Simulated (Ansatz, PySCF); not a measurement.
Gas-phase reaction (SMILES): N[Si](N)(O)O + N (NH3) → N[Si](N)(N)O + O (H2O); ammonia cleaves one Si-O bond, a model of a ligand-exchange step.

Geometries: B3LYP-D3(BJ)/def2-TZVP minima from Ansatz (a program for electronic structure), one conformer each, not searched for the lowest. Valence correlation only, unless marked. Spin-orbit coupling is left out. No relativistic terms. CBS(X,Y): correlation extrapolated as X^-3; Hartree-Fock from the larger set. The bracket is a focal-point correction in the basis named. Thermal terms are rigid-rotor harmonic-oscillator values from B3LYP-D3(BJ) frequencies (Ansatz or PySCF) at 298.15 K and 1 atm. 1 Eh = 627.5095 kcal/mol.

```json
[
 {"species": "N[Si](N)(O)O", "E, RI-MP2/CBS(cc-pV(T+d)Z,cc-pV(Q+d)Z)+[CCSD(T)-MP2]/cc-pV(T+d)Z (Ansatz) (Eh)": "-552.62807", "E, wB97M-V/def2-TZVPD (Ansatz) (Eh)": "-553.26938", "H - E (Eh)": "0.09046", "G - E (Eh)": "0.05130"},
 {"species": "N (NH3)", "E, RI-MP2/CBS(cc-pV(T+d)Z,cc-pV(Q+d)Z)+[CCSD(T)-MP2]/cc-pV(T+d)Z (Ansatz) (Eh)": "-56.50668", "E, wB97M-V/def2-TZVPD (Ansatz) (Eh)": "-56.55014", "H - E (Eh)": "0.03799", "G - E (Eh)": "0.01614"},
 {"species": "N[Si](N)(N)O", "E, RI-MP2/CBS(cc-pV(T+d)Z,cc-pV(Q+d)Z)+[CCSD(T)-MP2]/cc-pV(T+d)Z (Ansatz) (Eh)": "-532.73985", "E, wB97M-V/def2-TZVPD (Ansatz) (Eh)": "-533.36779", "H - E (Eh)": "0.10285", "G - E (Eh)": "0.06339"},
 {"species": "O (H2O)", "E, RI-MP2/CBS(cc-pV(T+d)Z,cc-pV(Q+d)Z)+[CCSD(T)-MP2]/cc-pV(T+d)Z (Ansatz) (Eh)": "-76.37659", "E, wB97M-V/def2-TZVPD (Ansatz) (Eh)": "-76.43347", "H - E (Eh)": "0.02495", "G - E (Eh)": "0.00353"}
]
```

Question: Work out ΔE and ΔH, ΔG, ΔS and the equilibrium constant at 298.15 K at the first level, then ΔH at the second.

Answer: 
1. ΔE = [(-532.73985) + (-76.37659)] - [(-552.62807) + (-56.50668)] = 0.01831 Eh = 11.5 kcal/mol at RI-MP2/CBS(cc-pV(T+d)Z,cc-pV(Q+d)Z)+[CCSD(T)-MP2]/cc-pV(T+d)Z.
2. The terms H - E add up to -0.00065 Eh, so ΔH = (0.01831 + (-0.00065))×627.5095 = 11.1 kcal/mol.
3. The terms G - E add up to -0.00052 Eh, so ΔG = 11.2 kcal/mol, and ΔS = (-0.00065 - (-0.00052))×627509.5/298.15 = -0.3 cal/(mol K).
4. log10 K = -ΔG/(RT ln 10) = -8.2, with RT ln 10 = 1.3642 kcal/mol.
5. At wB97M-V/def2-TZVPD the same steps give ΔE = 11.5 and ΔH = 11.1 kcal/mol, a shift of +0.0 from the first level.
6. These values are not checked against measurement here, since the tables used lack a sound gas-phase enthalpy of formation for at least one species.
